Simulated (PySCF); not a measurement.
# Spinor energies of Yb⁺ (ytterbium, charge +1)

Start: [Xe] 4f14 6s1; 6s1/2 filled at m_j = +1/2. Calculated with PySCF 2.14 in x2c-TZVPall-2c (11s11p10d4f1g, 131 functions): generalised Hartree-Fock with the X2C-1e Hamiltonian and a Gaussian nucleus; spin-orbit coupling (SO) screened by Boettger's factors. This is a chosen level, not necessarily the ground level.

| spinor shell | electrons | ε, screened SO (eV) | weight of nominal j (screened SO) | rms radius, screened SO (bohr) |
| --- | --- | --- | --- | --- |
| 1s1/2 | 2 | -61638.5 | 1.000 | 0.0223 |
| 2s1/2 | 2 | -10578.6 | 1.000 | 0.0901 |
| 2p1/2 | 2 | -10070.9 | 1.000 | 0.0768 |
| 2p3/2 | 4 | -9018.5 | 1.000 | 0.0838 |
| 3s1/2 | 2 | -2445.2 | 1.000 | 0.231 |
| 3p1/2 | 2 | -2221.2 | 1.000 | 0.222 |
| 3p3/2 | 4 | -1993.6 | 1.000 | 0.237 |
| 3d3/2 | 4 | -1616.8 | 1.000 | 0.210 |
| 3d5/2 | 6 | -1567.4 | 1.000 | 0.214 |
| 4s1/2 | 2 | -513.84 | 1.000 | 0.519 |
| 4p1/2 | 2 | -421.86 | 1.000 | 0.531 |
| 4p3/2 | 4 | -369.82 | 1.000 | 0.563 |
| 4d3/2 | 4 | -218.02 | 1.000 | 0.599 |
| 4d5/2 | 6 | -208.14 | 1.000 | 0.611 |
| 5s1/2 | 2 | -72.629 | 1.000 | 1.31 |
| 5p1/2 | 2 | -44.965 | 1.000 | 1.48 |
| 5p3/2 | 4 | -38.482 | 1.000 | 1.61 |
| 4f5/2 | 6 | -21.031 | 1.000 | 0.851 |
| 4f7/2 | 8 | -19.419 | 1.000 | 0.873 |
| 6s1/2 | 1 | -11.303 | 1.000 | 4.01 |

```json
{"quantity": "E (hartree)", "screened SO": "-14062.10138"}
{"quantity": "M_J", "screened SO": "1/2"}
{"quantity": "⟨J²⟩", "screened SO": "0.750"}
{"quantity": "⟨L²⟩", "screened SO": "0.107"}
{"quantity": "⟨S²⟩", "screened SO": "0.858"}
```

Breit and QED terms are absent; they matter most for the inner s and p1/2 levels.

Densities and radii are taken from the X2C orbitals without a picture-change correction, which distorts them close to the nucleus.
